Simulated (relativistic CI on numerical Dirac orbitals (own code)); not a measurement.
Ir⁶⁺: 4d photoemission

Computed with this model: Dirac-Coulomb-Breit CI, separate exchange-only KLI orbitals for each configuration, model QED, valence Slater integrals scaled by 0.9, multiplet model of photoemission in the sudden approximation; configurations [Xe] 4f14 5d3 → [Kr] 4d9 4f14 5s2 5p6 5d3; 300 K; Lorentzian 3.5 eV and Gaussian 0.6 eV FWHM. Energies are those of the free ion, without screening or charge transfer. The energies are binding energies and can lie tens of eV above those of solids. S is read from ⟨S²⟩ = S(S + 1).

free ion: ground-state S = 1.37, centroid 402.04 eV. Peaks (eV, height): 395.4 (100), 411.4 (54).

Strongest unbroadened transitions for free ion:

```csv
Energy (eV),Relative strength
394.88,88.0
395.15,65.3
395.53,100.0
395.57,40.9
396.09,24.1
396.41,3.5
396.94,4.3
402.26,5.1
411.01,35.3
411.16,95.3
412.45,3.6
412.73,28.5
413.05,5.3
413.49,17.7
414.11,4.2
414.57,7.9
415.40,2.7
416.21,5.5
```
